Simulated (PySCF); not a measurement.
**A small calculation by hand: oscillator strength and radiative lifetime**

B(H)(Me)(OEt) (C3H9BO), SMILES CBOCC.

Geometry: B3LYP-D3(BJ)/def2-SVP. This is a generated structure with no PubChem entry under its InChIKey; it may be hypothetical. The values are those of a single conformer.

TDA-M06-2X/def2-SVPD (PySCF 2.14.0) puts the first singlet state with f over 0.02 at 7.90 eV (vertical), with the transition dipole (0.104, -0.329, 0.037) in atomic units.

Q: Find the oscillator strength, the wavelength and the radiative lifetime that this transition would have in vacuum if emission retraced absorption.

A: 
|μ|² = 0.1204 au, so |μ| = 0.88 D. ΔE = 7.90/27.211 = 0.2903 hartree. f = (2/3) ΔE |μ|² = 0.023 (the program prints 0.023).
λ = 1239.84/7.90 = 157 nm; ν = 63718 cm⁻¹.
Einstein's coefficient A = 0.6670 ν² f s⁻¹ (ν in cm⁻¹) = 6.3e7 s⁻¹, so τ = 1/A = 16 ns. This state is S2; the lower singlet has f = 0.001. The figure is the radiative limit of this one transition; relaxation, internal conversion, crossing to triplets and a medium change what is measured.
